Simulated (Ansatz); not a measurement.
`[CH3][GeH2][TeH]` + `C[SiH]` → `[GeH3][TeH]` + `CC[SiH]` at 500 K and 1 bar (redistribution).

Program: Ansatz. Geometries: PBE0-D4/def2-TZVP. ΔE: electronic, gas phase. CCSD(T)/CBS is the MP2 limit (def2-TZVPP, def2-QZVPP) plus CCSD(T) − MP2 in def2-TZVPP, frozen cores. This one scheme is used for every species. def2 core potentials past Kr. For Ge, Te outer-core shells are correlated without core-valence functions, which leaves a few kJ/mol of doubt a bond. Scalar relativity is left out up to krypton.

| species | CCSD(T)/CBS energy (Eh) | H − E (kJ/mol) | S (J/(mol·K)) |
| --- | --- | --- | --- |
| `[CH3][GeH2][TeH]` | -2385.52242 | 197.8 | 407.6 |
| `C[SiH]` | -329.46712 | 135.7 | 295.1 |
| `[GeH3][TeH]` | -2346.24724 | 110.0 | 352.4 |
| `CC[SiH]` | -368.72354 | 220.2 | 338.0 |

H − E and S are ideal-gas, rigid-rotor, harmonic terms from PBE0-D4/def2-TZVP, for one conformer and one mirror image of each species. 1 Eh = 2625.50 kJ/mol, R = 8.31446 J/(mol·K).

By hand: ΔE, ΔH, ΔS and ΔG.

ΔE = (-2346.24724) + (-368.72354) − (-2385.52242) − (-329.46712) = 0.01876 Eh = 49.3 kJ/mol. Δ(H − E) = 110.0 + 220.2 − 197.8 − 135.7 = -3.3, so ΔH = 46.0 kJ/mol. ΔS = 352.4 + 338.0 − 407.6 − 295.1 = -12.3 J/(mol·K). ΔG = 46.0 − 500 × (-12.3)/1000 = 52.1 kJ/mol.

By hand: the equilibrium constant, and the temperature at which ΔG would vanish if ΔH and ΔS stayed fixed.

log₁₀ K = −ΔG/(RT ln 10) = -5.4. ΔH and −TΔS have one sign here, so there is no such temperature.

The number of gas molecules stays the same, so ΔS is small and ΔH decides. A doubt of 5 kJ/mol in ΔE shifts log₁₀ K by 0.5 here. Other conformers and mirror images would add mixing entropy, several J/(mol·K) or more a flexible species. These are equilibria of isolated gas molecules and say nothing of rates. Largest T1 diagnostic: 0.012 (customary marks: 0.02 for closed shells, 0.045 for open ones).

ΔS is within the doubt of such terms, so its sign, and with it that verdict, could turn.
